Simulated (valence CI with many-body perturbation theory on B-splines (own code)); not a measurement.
E1 line list for Bi I

Computed by configuration interaction combined with many-body perturbation theory (CI+MBPT): five valence electrons over a frozen Dirac-Fock core [Xe] 4f14 5d10, radial functions for each j: 11 s, 11 p, 10 d, 8 f, 5 g, 2 h, with the one-electron correlation potential Σ1 (screened to all orders), the two-electron term Σ2, the three-electron term Σ3, Breit, model QED; selected single and double excitations, second order for the rest, scaled by the run's own slope (own B-spline code, finite nucleus).

Against 16 measured levels this calculation errs by 325 cm⁻¹ on average and by 714 at most. These come from a selection out of the NIST Handbook of Basic Atomic Spectroscopic Data. Levels without a partner in it may be off by more. Among the levels kept, up to 920 cm⁻¹ of a level comes from second order outside the variational space, and about a tenth of that is noise between levels of different J, which matters for small intervals.

Lines 101 to 150 of 212 in falling wavelength, among levels below 55514 cm⁻¹, chosen from the strongest by gf and those to the six lowest levels. Wavelengths and rates use the calculated energies, so an error of 300 cm⁻¹ moves a line at 1005 nm by 3 % and its rate by three times that or more. Electric multipoles are in the length gauge, E1 and E2 with the static RPA response of the core. Weak lines are less certain than strong ones. Lines between different terms over intervals too small for the method are left out, as are lines whose strength nearly cancels and 8 of this kind that miss the measured wavelength by over 7 %. The highest levels of a list are the least certain.

Levels are named by their leading jj configuration (3d3/2^4 stands for four electrons in 3d with j = 3/2), which in mixed levels can hold well under half, so a name can repeat and another be missing. Letters in brackets count levels of one name in rising energy.

```
λ vac (nm)  λ from measured levels                            Upper                            Lower   A (s⁻¹)  S (a.u.) with core polarisation  S without
      1123                               (6s^2 6p1/2^2 6f5/2) J=5/2  (6s^2 6p1/2 6p3/2 7s) J=3/2 [a]  3.16e+04                         1.33e-01   1.33e-01
      1098                                  (6s^2 6p1/2^2 9s) J=1/2       (6s^2 6p1/2^2 7p3/2) J=3/2  1.93e+06                         2.52e+00   2.51e+00
      1081                               (6s^2 6p1/2^2 9p1/2) J=1/2       (6s^2 6p1/2^2 6d3/2) J=3/2  1.71e+05                         2.13e-01   2.11e-01
      1073                               (6s^2 6p1/2^2 6f5/2) J=5/2       (6s^2 6p1/2^2 6d5/2) J=5/2  4.12e+05                         1.51e+00   1.52e+00
      1070                               (6s^2 6p1/2^2 6f7/2) J=7/2       (6s^2 6p1/2^2 6d5/2) J=5/2  6.49e+06                         3.14e+01   3.15e+01
      1055                           (6s^2 6p1/2 6p3/2 7p1/2) J=3/2  (6s^2 6p1/2 6p3/2 7s) J=3/2 [a]  1.28e+07                         2.97e+01   3.00e+01
      1052                               (6s^2 6p1/2^2 9p3/2) J=3/2       (6s^2 6p1/2^2 6d3/2) J=3/2  4.46e+01                         1.02e-04   8.81e-05
      1029                              (6s^2 6p1/2^2 10p1/2) J=1/2  (6s^2 6p1/2 6p3/2 7s) J=3/2 [a]  2.55e+03                         2.74e-03   2.79e-03
      1010                           (6s^2 6p1/2 6p3/2 7p1/2) J=3/2       (6s^2 6p1/2^2 6d5/2) J=5/2  1.44e+04                         2.94e-02   2.98e-02
      1005                              (6s^2 6p1/2^2 10p3/2) J=3/2  (6s^2 6p1/2 6p3/2 7s) J=3/2 [a]  2.33e+06                         4.67e+00   4.72e+00
      1005                    1011       (6s^2 6p1/2^2 7d3/2) J=3/2       (6s^2 6p1/2^2 7p1/2) J=1/2  4.09e+06                         8.20e+00   8.17e+00
     986.9                           (6s^2 6p1/2 6p3/2 7p1/2) J=1/2       (6s^2 6p1/2^2 6d3/2) J=3/2  1.78e+05                         1.69e-01   1.71e-01
     984.8                   966.0       (6s^2 6p1/2^2 7p3/2) J=3/2          (6s^2 6p1/2^2 7s) J=1/2  2.89e+07                         5.44e+01   5.49e+01
     978.5                               (6s^2 6p1/2^2 6f5/2) J=5/2       (6s^2 6p1/2^2 6d3/2) J=3/2  6.62e+06                         1.84e+01   1.84e+01
     964.4                              (6s^2 6p1/2^2 10p3/2) J=3/2       (6s^2 6p1/2^2 6d5/2) J=5/2  1.17e+05                         2.07e-01   2.07e-01
     957.4                   915.1          (6s^2 6p1/2^2 7s) J=1/2       (6s^2 6p1/2 6p3/2^2) J=1/2  1.54e+04                         1.33e-02   1.36e-02
     951.1                           (6s^2 6p1/2 6p3/2 7p3/2) J=5/2  (6s^2 6p1/2 6p3/2 7s) J=3/2 [a]  3.09e+07                         7.88e+01   7.94e+01
     943.3                               (6s^2 6p1/2^2 7f7/2) J=7/2       (6s^2 6p1/2^2 6d5/2) J=5/2  2.68e+06                         8.89e+00   8.95e+00
     929.7                               (6s^2 6p1/2^2 8d3/2) J=3/2       (6s^2 6p1/2^2 7p3/2) J=3/2  7.94e+05                         1.26e+00   1.26e+00
     926.0                           (6s^2 6p1/2 6p3/2 7p1/2) J=3/2       (6s^2 6p1/2^2 6d3/2) J=3/2  4.76e+04                         7.46e-02   7.58e-02
     922.7                               (6s^2 6p1/2^2 8d5/2) J=5/2       (6s^2 6p1/2^2 7p3/2) J=3/2  4.28e+06                         9.96e+00   9.98e+00
     914.6                           (6s^2 6p1/2 6p3/2 7p3/2) J=5/2       (6s^2 6p1/2^2 6d5/2) J=5/2  1.33e+04                         3.02e-02   3.05e-02
     914.5                                  (6s^2 6p1/2^2 9s) J=1/2       (6s^2 6p1/2^2 7p1/2) J=1/2  1.88e+06                         1.42e+00   1.41e+00
     906.2                              (6s^2 6p1/2^2 10p1/2) J=1/2       (6s^2 6p1/2^2 6d3/2) J=3/2  4.63e+04                         3.40e-02   3.35e-02
     890.3                   854.7  (6s^2 6p1/2 6p3/2 7s) J=3/2 [a]             (6s^2 6p3/2^3) J=3/2  7.21e+04                         1.00e-01   1.01e-01
     887.4                              (6s^2 6p1/2^2 10p3/2) J=3/2       (6s^2 6p1/2^2 6d3/2) J=3/2  3.75e+03                         5.17e-03   5.24e-03
     873.9                                 (6s^2 6p1/2^2 10s) J=1/2       (6s^2 6p1/2^2 7p3/2) J=3/2  9.34e+05                         6.15e-01   6.13e-01
     845.1                           (6s^2 6p1/2 6p3/2 7p3/2) J=5/2       (6s^2 6p1/2^2 6d3/2) J=3/2  2.35e+05                         4.20e-01   4.24e-01
     813.7                   784.2      (6s^2 6p1/2 6p3/2 7s) J=1/2             (6s^2 6p3/2^3) J=3/2  2.92e+04                         1.55e-02   1.55e-02
     810.0                               (6s^2 6p1/2^2 9d3/2) J=3/2       (6s^2 6p1/2^2 7p3/2) J=3/2  3.90e+05                         4.09e-01   4.11e-01
     807.7                               (6s^2 6p1/2^2 9d5/2) J=5/2       (6s^2 6p1/2^2 7p3/2) J=3/2  2.25e+06                         3.52e+00   3.53e+00
     794.7                               (6s^2 6p1/2^2 8d3/2) J=3/2       (6s^2 6p1/2^2 7p1/2) J=1/2  3.44e+06                         3.41e+00   3.41e+00
     785.5                                 (6s^2 6p1/2^2 11s) J=1/2       (6s^2 6p1/2^2 7p3/2) J=3/2  5.17e+05                         2.47e-01   2.46e-01
     753.6                                 (6s^2 6p1/2^2 10s) J=1/2       (6s^2 6p1/2^2 7p1/2) J=1/2  9.47e+05                         4.00e-01   3.97e-01
     705.5                               (6s^2 6p1/2^2 9d3/2) J=3/2       (6s^2 6p1/2^2 7p1/2) J=1/2  1.74e+06                         1.21e+00   1.21e+00
     686.9                                 (6s^2 6p1/2^2 11s) J=1/2       (6s^2 6p1/2^2 7p1/2) J=1/2  5.56e+05                         1.78e-01   1.76e-01
     673.8                   652.5      (6s^2 6p1/2 6p3/2 7s) J=5/2             (6s^2 6p3/2^3) J=3/2  1.07e+03                         9.67e-04   1.05e-03
     634.3                   613.6  (6s^2 6p1/2 6p3/2 7s) J=3/2 [b]             (6s^2 6p3/2^3) J=3/2  4.22e+05                         2.13e-01   2.12e-01
     590.4                               (6s^2 6p1/2^2 8p1/2) J=1/2          (6s^2 6p1/2^2 7s) J=1/2  3.79e+05                         7.69e-02   8.34e-02
     589.4                   560.1       (6s^2 6p1/2^2 7d3/2) J=3/2             (6s^2 6p3/2^3) J=3/2  1.25e+05                         5.04e-02   5.10e-02
     586.5                   555.8       (6s^2 6p1/2^2 7d5/2) J=5/2             (6s^2 6p3/2^3) J=3/2  1.06e+03                         6.36e-04   7.35e-04
     570.0                               (6s^2 6p1/2^2 8p3/2) J=3/2          (6s^2 6p1/2^2 7s) J=1/2  3.84e+06                         1.41e+00   1.44e+00
     557.1                                  (6s^2 6p1/2^2 9s) J=1/2             (6s^2 6p3/2^3) J=3/2  9.81e+03                         1.67e-03   1.66e-03
     510.2                               (6s^2 6p1/2^2 8d3/2) J=3/2             (6s^2 6p3/2^3) J=3/2  4.50e+03                         1.18e-03   1.25e-03
     508.1                               (6s^2 6p1/2^2 8d5/2) J=5/2             (6s^2 6p3/2^3) J=3/2  3.96e+01                         1.54e-05   8.15e-06
     493.0                                 (6s^2 6p1/2^2 10s) J=1/2             (6s^2 6p3/2^3) J=3/2  6.94e+03                         8.20e-04   8.14e-04
     488.4                               (6s^2 6p1/2^2 9p1/2) J=1/2          (6s^2 6p1/2^2 7s) J=1/2  3.70e+04                         4.26e-03   5.27e-03
     484.2                   472.4          (6s^2 6p1/2^2 7s) J=1/2       (6s^2 6p1/2 6p3/2^2) J=3/2  4.42e+06                         4.95e-01   4.95e-01
     482.3                               (6s^2 6p1/2^2 9p3/2) J=3/2          (6s^2 6p1/2^2 7s) J=1/2  1.26e+06                         2.78e-01   2.89e-01
     471.9                               (6s^2 6p1/2^2 9d3/2) J=3/2             (6s^2 6p3/2^3) J=3/2  8.76e+02                         1.82e-04   2.01e-04
```
